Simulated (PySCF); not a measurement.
A structure optimised at PBE-D3(BJ)/def2-SVP, used in a PySCF frequency run:

```xyz
13

C      1.9937     0.6466    -1.5538
Si     0.6821    -0.6343    -1.0670
Si    -0.3900     0.0435     0.9069
N     -1.1833     1.5413     0.5516
F     -1.4095    -1.1644     1.4001
H      2.4526     0.4006    -2.5322
H      1.5317     1.6518    -1.6215
H      2.7995     0.6915    -0.7938
H      1.2967    -2.0011    -0.9091
H     -0.3686    -0.7317    -2.1481
H      0.5182     0.3140     2.0739
H     -1.5283     2.1410     1.3058
H     -1.7846     1.6154    -0.2728
```

### Question
Write its SMILES and formula.

### Answer
C[SiH2][Si@@H](N)F, CH₈FNSi₂

### Question
What are its rotational constants (standard atomic weights)?

### Answer
4.5700, 1.7242, 1.3939 GHz
